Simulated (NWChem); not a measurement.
System: CClF$_{2}$ cation

```xyz
4

F     -0.0003     1.0475    -1.0677
C      0.0020     0.3812     0.0000
F     -0.0003     1.0475     1.0677
Cl     0.0000    -1.2481     0.0000
```
Atoms are numbered in this order, from 1.

Results from NWChem. Pople sets run with spherical d functions. Coordinates come from a B3LYP/6-31G* (spherical d) optimisation. Level: PBE0/6-31G* with SMD (1 M gas to 1 M solution), gas-phase geometry. Reactions with the solvent are ignored.

### Question
Predict the results for solvent dimethyl sulfoxide. Quantities: solvation free energy (kcal/mol); cavity-dispersion-structure term (kcal/mol).

### Answer
```json
{
  "solvation free energy (kcal/mol)": "-61.9",
  "cavity-dispersion-structure term (kcal/mol)": "1.8"
}
```
